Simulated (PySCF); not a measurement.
A PySCF script (with the pyscf-properties extension) for the NMR shieldings of `N#C[SiH2][SiH2]CCCO`, C₄H₁₁NOSi₂, on a GFN2-xTB geometry:

```python
import basis_set_exchange as bse
import numpy as np
from pyscf import gto, dft
from pyscf.prop import nmr

atoms = """
N    -5.327845   -0.545752   -0.261967
C    -4.198749   -0.744438   -0.264389
Si   -2.351117   -1.012435   -0.274406
Si   -1.326793    1.056051   -0.490747
C     0.558434    0.830879   -0.619877
C     1.176392    0.196263    0.621300
C     2.668805   -0.066284    0.432056
O     2.826852   -1.047435   -0.571602
H    -2.116353   -1.726137    0.988646
H    -2.161049   -1.971306   -1.369645
H    -1.775844    1.774870   -1.691349
H    -1.605953    1.929500    0.660291
H     1.035564    1.797151   -0.795904
H     0.803533    0.203797   -1.478674
H     0.694759   -0.760913    0.833254
H     1.041680    0.846960    1.487724
H     3.174905    0.866338    0.141540
H     3.108066   -0.415082    1.378631
H     3.764909   -1.202777   -0.717180
"""
names = dict.fromkeys(["N", "C", "Si", "O", "H"], "pcSseg-1")
basis = {el: gto.basis.parse(bse.get_basis(n, elements=[el], fmt="nwchem")) for el, n in names.items()}
mol = gto.M(atom=atoms, basis=basis, charge=0, verbose=0)
mf = dft.RKS(mol, xc="PBE0")
mf.grids.level = 2
mf.grids.alignment = dft.numint.BLKSIZE   # the property module wants whole blocks of grid points
mf.conv_tol = 1e-9
mf.kernel()

calc = nmr.RKS(mf)   # GIAO
C = mf.mo_coeff
Co = C[:, mf.mo_occ > 0]
resp = mf.gen_response(singlet=True, hermi=2)
def vind(x):   # induced exchange potential for any number of trial vectors
    d = np.einsum("pi,xij,qj->xpq", C, 2 * x.reshape(-1, C.shape[1], Co.shape[1]), Co, optimize=True)
    return np.einsum("xpq,pi,qj->xij", resp(d - d.transpose(0, 2, 1)), C, Co, optimize=True).ravel()
mo1, _ = nmr.rhf.solve_mo1(calc, with_cphf=vind)
sigma = calc.kernel(mo1)
for i, s in enumerate(sigma):   # ppm
    print("%2d %-2s %9.2f" % (i, mol.atom_pure_symbol(i), np.trace(s) / 3))
```

Question: Give the expected output.

Answer: 
```
 0 N    -102.04
 1 C      64.95
 2 Si    455.65
 3 Si    418.46
 4 C     178.01
 5 C     153.56
 6 C     117.31
 7 O     306.80
 8 H      27.36
 9 H      27.52
10 H      27.40
11 H      27.60
12 H      31.06
13 H      30.12
14 H      30.36
15 H      30.28
16 H      27.97
17 H      27.46
18 H      31.15
```

These numbers come from an equivalent density-fitted implementation of the same equations, which agrees with the script to about 0.01 ppm for H and up to a few tenths of a ppm for heavy atoms, so last digits may differ.

Question: Turn these shieldings into chemical shifts. Scale: ¹⁵N (σ = 267.73 ppm) against NH3; ¹³C (σ = 186.93 ppm), ²⁹Si (σ = 349.16 ppm), ¹H (σ = 31.72 ppm) vs TMS; ¹⁷O (σ = 336.08 ppm) vs H2O (reference shieldings calculated alike).

Answer: Averaging equivalent atoms: N 0: 369.8; C 1: 122.0; C 6: 69.6; C 5: 33.4; C 4: 8.9; Si 3: -69.3; Si 2: -106.5; O 7: 29.3; H 8/9: 4.28; H 10/11: 4.22; H 16/17: 4.00; H 14/15: 1.40; H 12/13: 1.13; H 18: 0.57 ppm. Experimental scales use liquid or dissolved standards, which lie at an offset from isolated NH3 (liquid NH3: subtract about 20 ppm) and H2O (liquid H2O: subtract about 36 ppm). Unscaled 15N shifts of sp2 nitrogen come out 20 to 40 ppm too high even then.

Size and cost of the density-fitted run: 205 basis functions, 74 s wall time on 1 thread of an Arm Neoverse N1, shared host; peak memory 0.92 GiB.
